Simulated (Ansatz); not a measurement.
Gas-phase reaction in SMILES: C[SiH2]C [dimethylsilane] -> C[SiH-]C + H+
Each molecule is optimised on its own at B3LYP-D3(BJ)/def2-TZVP (Ansatz, a quantum-chemistry and plane-wave program). Frequencies are from Ansatz.

Wanted: gas-phase deprotonation energy (0 K, with B3LYP-D3(BJ) harmonic zero-point energies), in kcal/mol. Valence correlation only, unless marked. Spin-orbit coupling is left out. Non-relativistic. Anions need diffuse functions: aug- sets have them; def2-D sets add few; the other sets have none. Basis-set limits of correlation are two-point, X^-3; Hartree-Fock from the larger set. The bracket is a focal-point correction in the basis named.

```csv
level,program,gas-phase deprotonation energy (kcal/mol)
HF/aug-cc-pV(Q+d)Z,Ansatz,392.3
PBE-D3(BJ)/def2-TZVPD,Ansatz + dftd3,379.0
BLYP-D3(BJ)/def2-TZVPD,Ansatz + dftd3,380.5
r2SCAN-D4/def2-TZVPD,Ansatz + dftd4,384.0
```

Problem. Estimate the value at RI-MP2/CBS(aug-cc-pV(T+d)Z,aug-cc-pV(Q+d)Z)+[CCSD(T)-MP2]/aug-cc-pV(T+d)Z as computed with Ansatz.

Solution. 383.3 kcal/mol
